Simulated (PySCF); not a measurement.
Removing an electron from `CN(C)[SiH2]N(C)CB(F)F`

Compound: C4H13BF2N2Si.
Cartesian coordinates in Å at the PBE0-D3(BJ)/def2-SVP level; atoms count from 1:
```xyz
23
C4H13BF2N2Si angstrom
C     -2.2726    0.0430    0.8833
N     -1.7420    0.0101   -0.4553
C     -2.6886   -0.3754   -1.4680
Si    -0.1853    0.6816   -0.8036
N      0.9676    0.0290    0.3158
C      1.0956   -1.3965    0.4888
C      2.0368    0.8044    0.9029
B      3.4396    0.6735    0.2062
F      3.5693    0.1782   -1.0103
F      4.5439    1.0974    0.7985
H     -1.4727    0.2791    1.6013
H     -2.6962   -0.9381    1.1705
H     -3.0769    0.7963    1.0053
H     -3.1158   -1.3744   -1.2563
H     -3.5387    0.3312   -1.5496
H     -2.2013   -0.4235   -2.4532
H      0.0328    0.3548   -2.2495
H     -0.0360    2.1640   -0.6145
H      1.1405   -1.6672    1.5612
H      0.2196   -1.9058    0.0597
H      2.0010   -1.8099    0.0014
H      1.7836    1.8819    0.8605
H      2.1387    0.5910    1.9868
```

Level: CAM-B3LYP/def2-SVPD (PySCF). Frontier orbitals with their largest atomic shares (Löwdin; up to four atoms above 4 %):

| orbital | ε (eV) | main atoms |
| --- | --- | --- |
| HOMO−3 | -11.29 | Si4 19 %, N2 15 %, C1 10 %, N5 10 % |
| HOMO−2 | -10.75 | Si4 34 %, H17 22 %, H18 20 % |
| HOMO−1 | -7.88 | N5 36 %, N2 19 %, Si4 6 %, C6 6 % |
| HOMO | -7.73 | ? |
| LUMO | 0.87 | B8 45 %, Si4 6 %, F10 6 %, C7 6 % |
| LUMO+1 | 1.22 | B8 26 %, F9 10 %, C7 9 %, F10 9 % |
| LUMO+2 | 1.33 | B8 18 %, C3 10 %, Si4 9 %, C1 8 % |

Question: What vertical ionisation energy does ΔSCF give, and how far is −ε(HOMO) from it?

Answer: ΔSCF: 8.30 eV (801 kJ/mol; threshold wavelength 149 nm); ⟨S²⟩ of the doublet left behind is 0.761, against 0.75 for a pure doublet. −ε(HOMO) is 7.73 eV, 0.57 eV below it. For the exact functional −ε(HOMO) would equal the first vertical ionisation energy; CAM-B3LYP (range-separated hybrid) falls short of its own ΔSCF value by 7 %. Holes in the HOMO−1 and HOMO−2 were tried too where these lie within 1.2 eV of the HOMO; the lowest converged state counts.

Question: On which atoms does the HOMO lie?

Answer: N2 (silicon-bound nitrogen) 36 %, N5 (silicon-bound nitrogen) 18 %, Si4 (SiH2 silicon) 7 %, C3 (N-methyl carbon) 6 %, so no atom holds as much as 40 %. The HOMO−1 lies 0.15 eV lower.

Question: With α = 105.1 au, estimate the like-pair dispersion coefficient by London's formula C6 = (3/4)α²I.

Answer: I = 0.3051 Eh, so C6 ≈ 2530 au, a rough estimate.

Question: Shift the occupied levels rigidly so that −ε(HOMO) equals the ΔSCF value. What binding energies result?

Answer: The shift is +0.57 eV: HOMO 8.30, HOMO−1 8.45, HOMO−2 11.32, HOMO−3 11.86 eV. A rigid shift is only a rough guide to the deeper ionisations.

Question: How many of the 10 lowest singlet excitations (vertical TDDFT, same level) lie below the ionisation energy?

Answer: All 10; they run from 5.69 to 7.18 eV.

Geometry: PBE0-D3(BJ)/def2-SVP, one conformer, isolated molecule.
